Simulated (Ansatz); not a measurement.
A nudged elastic band was laid between two geometries of Cl2FH3HfOSi + H2 (11 atoms, charge 0, multiplicity 1).

The calculation used Ansatz, RKS B3LYP/def2-SVP.

```yaml
movable_images: 5
climbing_image: yes
spring: 5.0 eV/Å²
optimiser: quadratic models (default)
start_path: through a guess of the saddle point
force_threshold: 0.03 eV/Å
iteration_limit: 60
end_points: relaxed
```

Image 0:

```xyz
11
Properties=species:S:1:pos:R:3
Hf -0.214 -0.132 -0.095
F -0.266 -0.021 1.812
Cl 1.895 0.559 -0.917
O -1.552 1.074 -0.763
Si -2.847 1.999 -1.310
H -4.051 1.661 -0.503
H -2.513 3.441 -1.152
H -3.089 1.685 -2.744
Cl -0.784 -2.314 -0.814
H 2.100 -2.323 1.605
H 1.738 -1.913 2.133
```

Image 6:

```xyz
11
Properties=species:S:1:pos:R:3
Hf 0.557 -0.075 -0.987
F 1.331 -0.131 0.760
Cl 1.968 1.151 -2.435
O -1.139 0.821 -0.860
Si -2.621 1.612 -0.753
H -3.433 0.969 0.316
H -2.378 3.042 -0.421
H -3.319 1.503 -2.062
Cl 0.215 -2.275 -1.783
H -0.684 -1.633 2.883
H -0.082 -1.267 2.595
```

Problem. What changes between the two ends?

Solution. No bond is made or broken.

Problem. What energy profile does the band end with?

Solution. It converged. The highest image is number 3 of 0 to 6, 0.010 eV above the first end and 0.006 eV above the last; the last end lies 0.005 eV above the first. The top lies less than 8 meV above the higher end, about what the thresholds resolve: the motion is nearly free. A vibrational analysis at the climbing image gives no mode beyond 40i cm⁻¹: the surface is too flat there to confirm a saddle point.

```json
{"image": "0", "path coordinate (Å)": "0.00", "energy (eV)": "0.000"}
{"image": "1", "path coordinate (Å)": "1.20", "energy (eV)": "0.003"}
{"image": "2", "path coordinate (Å)": "2.41", "energy (eV)": "0.009"}
{"image": "3", "path coordinate (Å)": "3.61", "energy (eV)": "0.010"}
{"image": "4", "path coordinate (Å)": "4.46", "energy (eV)": "0.009"}
{"image": "5", "path coordinate (Å)": "5.30", "energy (eV)": "0.007"}
{"image": "6", "path coordinate (Å)": "6.15", "energy (eV)": "0.005"}
```

Problem. What is the geometry of the highest image?

Solution. 
```xyz
11
Properties=species:S:1:pos:R:3
Hf 0.348 0.134 -0.569
F 0.586 0.018 1.325
Cl 2.136 1.354 -1.520
O -1.298 1.068 -0.901
Si -2.738 1.876 -1.222
H -3.833 1.233 -0.447
H -2.592 3.299 -0.813
H -3.024 1.790 -2.680
Cl 0.202 -2.037 -1.495
H 0.254 -2.878 2.859
H 0.374 -2.140 2.714
```

Time of the run: 11 min on 4 threads of Arm Neoverse V1, with other jobs on the host, peak memory 0.4 GiB.
